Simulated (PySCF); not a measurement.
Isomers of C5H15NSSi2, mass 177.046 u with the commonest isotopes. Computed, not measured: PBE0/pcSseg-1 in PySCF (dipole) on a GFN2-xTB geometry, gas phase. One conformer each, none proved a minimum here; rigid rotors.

Task: Order these by rotational constant B, largest first.
A. `[CH3:1][CH2:2][Si@@H:3]1[CH2:4][CH2:5][NH:6][Si@@H:7]1[S:8][CH3:9]` with C1–C2–Si3–C4 179°, N6–Si7–S8–C9 171°, C2–Si3–C4–C5 -147°, Si3–C4–C5–N6 45°, C4–C5–N6–Si7 -51°, C5–N6–Si7–S8 154°
B. `[CH2:1]=[C:2]([CH3:3])[Si@@H:4]([CH2:5][CH3:6])[S:7][SiH2:8][NH2:9]` with C1–C2–Si4–C5 -75°, C2–Si4–C5–C6 -56°, C2–Si4–S7–Si8 56°, Si4–S7–Si8–N9 -179°, S7–Si8–N9–H 67° and -67°
C. `[CH2:1]=[C:2]([S:3][CH3:4])[Si@H:5]([CH3:6])[CH2:7][SiH2:8][NH2:9]` with C1–C2–S3–C4 5°, C1–C2–Si5–C6 127°, C2–Si5–C7–Si8 174°, Si5–C7–Si8–N9 45°, C7–Si8–N9–H 42° and 180°

Result: A (837.5 MHz), B (557.8 MHz), C (407.6 MHz).

Task: Order these by rotational constant C, largest first.
A. `[CH2:1]=[C:2]([CH3:3])[Si@@H:4]([CH2:5][CH3:6])[S:7][SiH2:8][NH2:9]` with C1–C2–Si4–C5 -75°, C2–Si4–C5–C6 -56°, C2–Si4–S7–Si8 56°, Si4–S7–Si8–N9 -179°, S7–Si8–N9–H 67° and -67°
B. `[CH2:1]=[C:2]([S:3][CH3:4])[Si@H:5]([CH3:6])[CH2:7][SiH2:8][NH2:9]` with C1–C2–S3–C4 5°, C1–C2–Si5–C6 127°, C2–Si5–C7–Si8 174°, Si5–C7–Si8–N9 45°, C7–Si8–N9–H 42° and 180°
C. `[CH3:1][CH2:2][Si@@H:3]1[CH2:4][CH2:5][NH:6][Si@@H:7]1[S:8][CH3:9]` with C1–C2–Si3–C4 179°, N6–Si7–S8–C9 171°, C2–Si3–C4–C5 -147°, Si3–C4–C5–N6 45°, C4–C5–N6–Si7 -51°, C5–N6–Si7–S8 154°

Result: C (517.7 MHz), A (458.6 MHz), B (377.4 MHz).

Task: Order these by out-of-plane moment Σ m c² = (Ia + Ib − Ic)/2, smallest first.
A. `[CH3:1][CH2:2][Si@@H:3]1[CH2:4][CH2:5][NH:6][Si@@H:7]1[S:8][CH3:9]` with C1–C2–Si3–C4 179°, N6–Si7–S8–C9 171°, C2–Si3–C4–C5 -147°, Si3–C4–C5–N6 45°, C4–C5–N6–Si7 -51°, C5–N6–Si7–S8 154°
B. `[CH2:1]=[C:2]([CH3:3])[Si@@H:4]([CH2:5][CH3:6])[S:7][SiH2:8][NH2:9]` with C1–C2–Si4–C5 -75°, C2–Si4–C5–C6 -56°, C2–Si4–S7–Si8 56°, Si4–S7–Si8–N9 -179°, S7–Si8–N9–H 67° and -67°
C. `[CH2:1]=[C:2]([S:3][CH3:4])[Si@H:5]([CH3:6])[CH2:7][SiH2:8][NH2:9]` with C1–C2–S3–C4 5°, C1–C2–Si5–C6 127°, C2–Si5–C7–Si8 174°, Si5–C7–Si8–N9 45°, C7–Si8–N9–H 42° and 180°

Result: A (53.72 u·Å²), C (56.00 u·Å²), B (70.47 u·Å²).

```tsv
SMILES	point group	Ia (u·Å²)	Ib (u·Å²)	Ic (u·Å²)	κ	μa (D)	μb (D)	μc (D)
CC[Si@@H]1CCN[Si@@H]1SC	C1	480.20	603.43	976.18	0.20	1.06	0.38	0.61
C=C(SC)[Si@H](C)C[SiH2]N	C1	211.01	1240.00	1339.00	-0.97	0.10	1.19	0.56
C=C(C)[Si@@H](CC)S[SiH2]N	C1	336.91	906.06	1102.02	-0.81	0.34	0.58	0.19
```
